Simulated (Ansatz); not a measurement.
`[PH3+][B-](Cl)(Cl)Cl`, relaxed with RKS PBE0-D4/def2-TZVP in Ansatz from a PBE-D4/def2-SVP geometry. The force threshold is 0.005 eV/Å; the program also tests the step.

The species carries charge 0 and has multiplicity 1.

Start:

```xyz
8

P     0.766    0.151   -0.513
B    -0.891   -0.177    0.598
Cl   -0.932   -2.001    0.782
Cl   -0.559    0.744    2.149
Cl   -2.238    0.521   -0.434
H     0.792   -0.455   -1.803
H     2.001   -0.294    0.044
H     1.060    1.512   -0.823
```

Task: How much energy does the relaxation release, and in how many steps? (An estimate is asked.)

Result: Computed: 2.65 kJ/mol, in 4 steps.

Task: Which bonds change most? (Estimate.)

Result: The calculation gave: P1–B2 from 2.022 to 1.991 Å; P1–H6 from 1.426 to 1.405 Å; P1–H8 from 1.426 to 1.405 Å; P1–H7 from 1.426 to 1.405 Å.

Task: Give the relaxed structure. (Best estimate.)

Result: Computed: 
```xyz
8

P     0.768    0.152   -0.514
B    -0.864   -0.171    0.579
Cl   -0.921   -1.983    0.773
Cl   -0.550    0.738    2.128
Cl   -2.218    0.516   -0.431
H     0.773   -0.455   -1.781
H     1.973   -0.296    0.055
H     1.039    1.498   -0.808
```
